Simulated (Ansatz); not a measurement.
Ansatz (an electronic-structure program) input (CCSD(T)/aug-cc-pVDZ):

Ansatz 0.2 input:
```yaml
crystal:
  periodic: [false, false, false]
  atoms:
    - {symbol: C, position_ang: [0.57500851, -0.22014435, 0.55248107]}
    - {symbol: Br, position_ang: [0.51580817, 1.53752789, -0.06876880]}
    - {symbol: Br, position_ang: [-0.64155995, -1.48937393, -0.07032324]}
    - {symbol: H, position_ang: [0.95126138, -0.36452261, 1.55333530]}
basis:
  gaussian:
    orbitals: aug-cc-pVDZ
magnetization: {spin_polarized: true, initial_magnetization: 1}
correlation: {method: ccsd_t, electrons: outside_noble_gas}
output: {forces: true}
```

End of the output:

```
integrals: 0.26 GiB planned
1109 factors; integrals over basis functions are off by at most 1.1e-3 eV
mean field: 0.84 GiB planned
mean field evaluation 1: about -141040.2683 eV, gradient 9.1e0 eV
mean field evaluation 2: about -141040.2768 eV, gradient 9.1e0 eV
mean field evaluation 4: about -141041.2742 eV, gradient 2.2e0 eV
mean field evaluation 8: about -141041.3639 eV, gradient 2.4e-1 eV
mean field evaluation 16: about -141041.0816 eV, gradient 3.8e0 eV
mean field -141041.36630228 eV, -5183.1746103372 hartree, gradient 2.8e-6 eV, S^2 0.772652; 0 other end points of the search recorded, 0 dependent functions left out
29 core orbitals not correlated
reference -141041.36630228 eV, -5183.1746103372 hartree; 10, 9 occupied and 65, 66 virtual orbitals, 1109 factors
densities: 0.78 GiB planned
second order -9.96684256 eV of doubles, -0.00000000 eV of singles
coupled cluster: 0.52 GiB planned
cycle   1  -10.49687069 eV  change   -5.3e-1 eV  update   8.7e-2
cycle   2  -10.79179365 eV  change   -2.9e-1 eV  update   2.8e-2
cycle   3  -10.86813093 eV  change   -7.6e-2 eV  update   1.8e-2
cycle   4  -10.87175673 eV  change   -3.6e-3 eV  update   7.9e-3
cycle   5  -10.87235225 eV  change   -6.0e-4 eV  update   3.1e-3
cycle   6  -10.87258159 eV  change   -2.3e-4 eV  update   8.8e-4
cycle   7  -10.87264782 eV  change   -6.6e-5 eV  update   3.0e-4
cycle   8  -10.87262707 eV  change    2.1e-5 eV  update   1.3e-4
cycle   9  -10.87257981 eV  change    4.7e-5 eV  update   4.9e-5
cycle  10  -10.87257323 eV  change    6.6e-6 eV  update   1.9e-5
cycle  11  -10.87257808 eV  change   -4.9e-6 eV  update   8.5e-6
cycle  12  -10.87257848 eV  change   -3.9e-7 eV  update   4.2e-6
cycle  13  -10.87257881 eV  change   -3.3e-7 eV  update   1.8e-6
perturbative correction -0.37882632 eV, -0.0139216106 hartree
the calculation of the forces begins
Total energy: -141052.61770742 eV, -5183.5880918494 hartree
Atom 0 at     0.575009    -0.220144     0.552481 Å, force     0.086353    -0.032874    -0.279787 eV/Å
Atom 1 at     0.515808     1.537528    -0.068769 Å, force    -0.036301     0.292389    -0.112101 eV/Å
Atom 2 at    -0.641560    -1.489374    -0.070323 Å, force    -0.222078    -0.193479    -0.112350 eV/Å
Atom 3 at     0.951261    -0.364523     1.553335 Å, force     0.172027    -0.066035     0.504238 eV/Å
Dipole moment:     0.043002    -0.016520     0.150330 e Å
```

It need not be the lowest isomer of its formula.
